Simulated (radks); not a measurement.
Question: Neutral rubidium, [Kr] 5s1. All-electron calculation, non-relativistic Kohn-Sham, exchange-only LDA, spin-polarised, spherical densities, point nucleus. Program: a radial shooting solver on a logarithmic mesh with Libxc functionals. Every spin shell is full or empty, so the densities are truly spherical. Functionals are evaluated on that one density, not self-consistently. Rank these exchange functionals by their error against the exact value of the orbitals, and give that value: LDA, B88, PBEsol, PW86, OPTX, WC, r2SCAN, TASK.

Answer: Exact: -97.6816 hartree. From best to worst, with 100 (|E| - |E exact|)/|E exact| (equal figures are ties): r2SCAN -0.02, PW86 +0.03, B88 +0.07, OPTX +0.91, WC -0.94, TASK -2.41, PBEsol -2.49, LDA -5.46.
